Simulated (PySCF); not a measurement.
## Nuclear quadrupole coupling in `N#C[C@@H]1OCC[SiH2]1`

Compound: C₄H₇NOSi.
Cartesian coordinates in Å at the GFN2-xTB level; atoms count from 1:
```
atom  x, y, z in Å
N1    -2.6742   -0.8295    1.3528
C2    -1.9460   -0.7628    0.4715
C3    -0.9912   -0.6192   -0.5939
O4     0.1790   -1.4030   -0.3810
C5     1.0277   -0.7835    0.5567
C6     1.3016    0.6728    0.1478
Si7   -0.3302    1.2068   -0.6767
H8    -1.4413   -0.9753   -1.5239
H9     1.9358   -1.3889    0.5784
H10    0.5640   -0.8075    1.5538
H11    2.1291    0.7078   -0.5606
H12    1.5880    1.2650    1.0137
H13   -0.1842    1.6053   -2.0748
H14   -1.1589    2.1117    0.1141
```

Field gradients from the PBE0/pcSseg-1 density (PySCF, non-relativistic), principal values in atomic units, ordered |Vxx| ≤ |Vyy| ≤ |Vzz|:

```tsv
atom	Vxx	Vyy	Vzz
N1	0.3550	0.6179	-0.9730
O4	0.0089	2.0368	-2.0458
```

Q: Find the asymmetry η = (Vxx − Vyy)/Vzz and the couplings χ = eQV/h (234.96 MHz × Q in barn × V in au), with Q(14N) = 0.02044 b, Q(17O) = −0.0256 b.

A: 
```csv
atom,environment,nucleus,η,χzz (MHz),χxx (MHz),χyy (MHz)
N1,nitrile nitrogen,14N,0.27,-4.673,1.705,2.968
O4,cyclic ether oxygen,17O,0.99,12.31,-0.05,-12.25
```

At O4 η is above 0.9: Vyy and Vzz are nearly equal in size and opposite in sign, so a small change could swap them and flip the sign of χzz. The tensor is traceless: Vxx + Vyy + Vzz = 0.

Q: What is Vzz at O4 in SI units (1 au = 9.71736 × 10²¹ V/m²)?

A: -2.0458 au = -19.880 × 10²¹ V/m².

Were the hydrogens deuterons (Q(2H) = 0.00286 b), χzz would run from 109 kHz (H14 and H13) to 214 kHz (H12).

One conformer (not necessarily the lowest) at the GFN2-xTB geometry, without solvent, vibrations or thermal averaging. GFN2-xTB bond lengths can be off by several hundredths of an ångström, more for odd bonds, and the gradients follow them. The basis is small and wasn't made for field gradients, so the couplings can be 20 % off.

The run behind these numbers computed NMR shieldings as well. Hardware: one thread, Arm Neoverse N1 (aarch64), no GPU (shared host). Cost: 34 s of wall time, 0.73 GiB resident at most.
